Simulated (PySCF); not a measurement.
A geometry optimisation on `[N][V]` [triplet].

Method: PBE0-D3(BJ)/def2-SVP geometry optimisation, gas phase (PySCF 2.14.0). Start geometry: GFN2-xTB. A driver script takes a list of jobs; this job's settings line and coordinates (Å) are shown.

Input:
```
{"job": {"xc": "PBE0", "basis": "def2-SVP", "d3": "d3bj", "grid": 1, "kind": "geom"}, "charge": 0, "multiplicity": 3}
N      0.804920    -0.004560    -0.007150
V     -0.799400     0.007090    -0.021140
```

Output:
```
step   0  E = -998.17594620  max force = 0.053481
step   1  E = -998.17942990  max force = 0.008783
step   2  E = -998.17950315  max force = 0.002188
step   3  E = -998.17950697  max force = 0.000062
optimisation converged
```

Energies in Eh; «max force» is the largest Cartesian gradient component in Eh/bohr.

Problem. Give the first gradient maximum in eV/Å.

Solution. With 1 Eh/bohr = 51.422 eV/Å, 2.750 eV/Å.

Problem. How much energy does the optimisation release, in eV?

Solution. E(step 0) − E(last step) = 0.003561 Eh, which is 0.097 eV.

Summary of the converged run: final energy -998.17951 Eh after 3 steps; dipole 6.59 D.

The run took 3.0 s wall on one thread, x86-64 server (shared host).
Labels such as C1 count atoms from 1, the log's own numbers from 0.
